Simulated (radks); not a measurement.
All-electron atom: Pr2+ in [Xe] 4f2.5 6p0.5 (fractional occupations, a model configuration). All-electron calculation, non-relativistic Kohn-Sham, PBE, spin-polarised, spherical densities, point nucleus; open shells are filled with parallel spins first (spin-orbit coupling, left out, can overturn this in heavy ions); relativity is left out, which matters for an element this heavy. Program: a radial shooting solver on a logarithmic mesh with Libxc functionals.

Local quantities along the radius. ELF = 1/(1 + alpha^2) is the electron localisation function; alpha = (tau - tau_W)/tau_unif compares the Pauli kinetic energy density with that of the uniform gas (summed over spins); 4 pi r^2 rho is in e/bohr.

r (bohr),ELF,alpha,4 pi r^2 rho
0.001166,1.000,0.02154,2.170
0.00158,0.999,0.02300,3.795
0.002159,0.999,0.02522,6.616
0.002926,0.999,0.02849,11.10
0.003998,0.999,0.03381,18.26
0.005418,0.998,0.04244,28.38
0.007401,0.997,0.05832,41.99
0.01003,0.992,0.08876,56.79
0.0137,0.976,0.1580,69.61
0.01857,0.904,0.3250,74.83
0.02537,0.638,0.7525,71.23
0.03439,0.346,1.374,66.75
0.04698,0.397,1.232,74.69
0.06367,0.663,0.7126,93.40
0.08698,0.714,0.6331,98.78
0.1179,0.446,1.115,82.18
0.161,0.403,1.218,77.88
0.2183,0.708,0.6421,86.90
0.2982,0.638,0.7531,61.34
0.4041,0.201,1.996,33.22
0.5521,0.656,0.7241,38.16
0.7482,0.707,0.6430,30.85
1.022,0.296,1.543,13.72
1.385,0.473,1.056,8.679
1.893,0.763,0.5568,5.315
2.565,0.393,1.242,1.612
3.504,0.031,5.575,0.3189
4.749,0.167,2.237,0.1437
6.488,0.110,2.841,0.04285
8.793,0.008,11.28,0.003883

On this mesh the ELF has minima near r = 0.040, 0.14, 0.40, 1.2, 3.5 bohr, which separate the shells, and maxima near 0.074 (0.73), 0.25 (0.75), 0.64 (0.76), 1.9 (0.76), 5.5 (0.19).
